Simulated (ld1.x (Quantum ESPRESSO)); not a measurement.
**Reading a pseudo-wave (hafnium (Hf))**

Columns: radius, all-electron u(r) and pseudo u(r) of the 5d shell (level -2.87 eV) of hafnium in the configuration [Kr] 4d10 4f14 5s2 5p6 5d2 6s2 6p0; LDA (PZ), scalar-relativistic, PAW scheme, ld1.x (Quantum ESPRESSO) 7.5.

```
r (bohr)  all-electron  pseudo
   0.120        0.1784  0.0009
   0.240       -0.0523  0.0073
   0.360       -0.2564  0.0239
   0.480       -0.2387  0.0538
   0.600       -0.0967  0.0985
   0.720        0.0782  0.1572
   0.840        0.2409  0.2272
   0.960        0.3751  0.3044
   1.080        0.4780  0.3833
   1.200        0.5528  0.4586
   1.320        0.6038  0.5250
   1.440        0.6359  0.5789
   1.560        0.6532  0.6178
   1.680        0.6593  0.6412
   1.800        0.6569  0.6502
   1.920        0.6482  0.6474
   2.040        0.6350  0.6360
   2.160        0.6186  0.6193
   2.280        0.6000  0.6001
   2.400        0.5799  0.5799
   2.520        0.5590  0.5590
   2.640        0.5375  0.5375
   2.760        0.5160  0.5160
   2.880        0.4945  0.4945
   3.000        0.4733  0.4733
   3.120        0.4525  0.4525
```

(1) How many radial nodes do the two functions have?

(2) At about which radius was the pseudo-wave matched?

(3) Is the pseudo-wave norm-conserving?

Results:

(1) The all-electron 5d function has n − l − 1 = 2; the pseudo-wave has 0, since the states of the same l below it are removed with the core.

(2) 2.40 bohr, where the columns begin to agree (steps of 0.12 bohr).

(3) No, it belongs to a PAW set: the norm inside the radius is not constrained, and the difference is carried by the augmentation charge.
